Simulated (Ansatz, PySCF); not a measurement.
Gas-phase reaction in SMILES: C[Si](C)(N)N → C[Si](C)([NH])N + H atom (the H-N bond at the site shown breaks; other sites are not compared here)
Geometries: B3LYP-D3(BJ)/def2-TZVP minima from Ansatz (a quantum-chemistry and plane-wave program), one conformer each, not searched for the lowest. Frequencies are from Ansatz or PySCF.
Geometry of the first species:
SMILES: C[Si](C)(N)N
```xyz
15

C      0.9644    -0.8531     1.3406
Si     0.0073    -0.0002    -0.0291
C     -1.4796     0.8638     0.7210
N     -0.3374    -1.2341    -1.1815
N      0.8565     1.2233    -0.8959
H      0.3760    -1.6464     1.8103
H      1.8852    -1.2996     0.9591
H      1.2363    -0.1407     2.1230
H     -2.0893     0.1585     1.2903
H     -1.1793     1.6631     1.4044
H     -2.1116     1.3043    -0.0532
H     -0.8128    -1.0211    -2.0439
H     -0.4923    -2.1875    -0.8972
H      1.6812     1.0030    -1.4312
H      0.8618     2.1798    -0.5815
```

Quantity: bond dissociation energy (0 K, with B3LYP-D3(BJ) harmonic zero-point energies), in kcal/mol. Valence correlation only, unless marked. Open shells are spin-unrestricted. Spin-orbit coupling is left out. Non-relativistic. CBS marks a two-point X^-3 extrapolation of the correlation energy; Hartree-Fock from the larger set.

| level | program | bond dissociation energy (kcal/mol) | minus last row |
|---|---|---|---|
| revPBE-D3(BJ)/def2-TZVPD | Ansatz + dftd3 | 102.6 | -7.9 |
| B3LYP-D3(BJ)/def2-TZVPD | Ansatz + dftd3 | 106.4 | -4.1 |
| PBE0-D4/def2-TZVPD | Ansatz + dftd4 | 105.5 | -5.0 |
| r2SCANh-D4/def2-TZVPD | Ansatz + dftd4 | 104.2 | -6.3 |
| r2SCAN0-D4/def2-TZVPD | Ansatz + dftd4 | 104.3 | -6.2 |
| r2SCAN0/def2-TZVPD | Ansatz | 104.1 | -6.4 |
| RI-MP2/cc-pV(Q+d)Z | Ansatz | 112.7 | 2.2 |
| SCS-MP2/cc-pV(D+d)Z | Ansatz | 103.0 | -7.5 |
| CCSD(T)/cc-pV(Q+d)Z | Ansatz | 109.6 | -0.9 |
| CCSD(T)/CBS(cc-pV(T+d)Z,cc-pV(Q+d)Z) | Ansatz | 110.5 | 0.0 |
